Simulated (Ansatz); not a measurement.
Relaxation of GeH$_{4}$S$_{2}$Si (8 atoms, charge 0, multiplicity 1), to a largest force component of 0.02 eV/Å in at most 50 steps.

All numbers below come from RKS CAM-B3LYP-D4/def2-SVP in Ansatz 0.2.0.

```xyz
8
Properties=species:S:1:pos:R:3:forces:R:3
Si -0.629 0.989 -0.465 -0.45 2.47 -0.71
Ge 0.041 -0.980 0.407 -2.37 -2.98 0.44
S 1.885 -0.757 1.562 1.59 3.90 0.93
S 2.098 -1.574 -0.392 0.82 -1.35 -0.56
H -1.425 0.774 -1.734 0.23 -0.14 0.33
H -1.546 1.728 0.494 0.24 -0.33 -0.21
H 0.514 1.883 -0.767 0.06 0.30 -0.18
H 1.891 -0.628 2.935 -0.13 -1.87 -0.05
```

Problem. Where does it end, and by what steps?

Solution. It converged. After 14 steps the energy has fallen by 3.001 eV; H8 moved furthest, 0.83 Å.

```csv
step,energy less start (eV),largest force component (eV/Å),accepted
0,0.0000,3.904,yes
1,-1.4286,2.816,yes
2,-2.2963,1.986,yes
3,-2.7074,1.887,yes
4,-2.9502,0.353,yes
5,-2.9632,0.416,yes
6,-2.9831,0.309,yes
7,-2.9898,0.127,yes
8,-2.9910,0.204,yes
9,-2.9968,0.065,yes
10,-3.0000,0.045,yes
11,-3.0005,0.089,yes
12,-3.0011,0.032,yes
13,-3.0011,0.020,yes
14,-3.0012,0.005,yes
```

```xyz
8
Properties=species:S:1:pos:R:3
Si -0.665 1.005 -0.424
Ge -0.295 -1.085 0.845
S 1.971 -0.223 1.541
S 1.822 -1.391 -0.199
H -1.043 0.638 -1.822
H -1.777 1.836 0.132
H 0.564 1.850 -0.479
H 2.251 -1.194 2.445
```

Run time: 44 s on 2 threads of Intel(R) Xeon(R) Platinum 8488C (Sapphire Rapids), with other jobs on the host, peak memory 0.33 GiB.
